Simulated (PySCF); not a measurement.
PySCF input:

```python
from pyscf import gto, scf, dft

mol = gto.M(
    atom='''
    O    -1.20865748   -0.76389175   -0.02986086
    B    -0.04392350   -0.02776039   -0.00108517
    O    -0.19589077    1.32381661    0.13294235
    O     1.11595131   -0.74232296   -0.11021152
    H     0.59972762    1.85068936    0.02230521
    H     1.92866542   -0.25270266    0.04016078
    ''',
    basis='def2-tzvpd',
    charge=0,
    spin=1,
    verbose=4,
)

mf = dft.UKS(mol, xc='m062x').density_fit(auxbasis='def2-universal-jkfit')
mf.grids.level = 4
mf.conv_tol = 1e-9
mf.max_cycle = 100
mf.max_memory = 1500
mf.kernel()
if not mf.converged:
    mf = mf.newton()
    mf.kernel(mf.make_rdm1())
for _ in range(2):
    mo, _, stable, _ = mf.stability(return_status=True)
    if stable:
        break
    mf.kernel(mf.make_rdm1(mo, mf.mo_occ))
mf.analyze()
```

Q: Predict the final energy.

A: -251.81693 Eh (M06-2X/def2-TZVPD).

It need not be the lowest isomer of its formula.
